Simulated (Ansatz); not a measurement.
Consider the substitution at a C–Al bond: `[OH][AlH][CH2]S` + `N=CBO` → `OB/C=N/CS` + `[OH][AlH2]`.

Calculated with Ansatz (gas phase, PBE0-D4/def2-TZVP geometries, no zero-point term in ΔE). CCSD(T)/CBS is the MP2 limit (def2-TZVPP, def2-QZVPP) plus CCSD(T) − MP2 in def2-TZVPP, frozen cores. This one scheme is used for every species. Functionals use def2-TZVPP. B3LYP here is the variant with VWN-RPA as its local correlation; programs differ in this. Each species was taken in one conformer, which may not be the lowest.

```
             level  ΔE (kcal/mol)  difference from CCSD(T)/CBS
         r2SCAN-D4           14.0                         -0.5
          B3LYP-D4           12.8                         -1.7
           ωB97M-V           14.8                          0.3
               PBE           13.2                         -1.3
     HF/def2-TZVPP           11.6                         -2.9
   CCSD/def2-TZVPP           13.7                         -0.8
CCSD(T)/def2-TZVPP           13.7                         -0.8
SCS-MP2/def2-QZVPP           13.2                         -1.3
      HF/CBS(def2)           11.5                         -3.0
    CCSD/CBS(def2)           14.5                          0.0
       CCSD(T)/CBS           14.5                            0
```

Largest T1 diagnostic among the species: 0.014.

In def2-TZVPP, CCSD(T) changes the Hartree–Fock value by +2.1 kcal/mol (the triples alone add −0.0 kcal/mol) and MP2 by +2.0 kcal/mol.
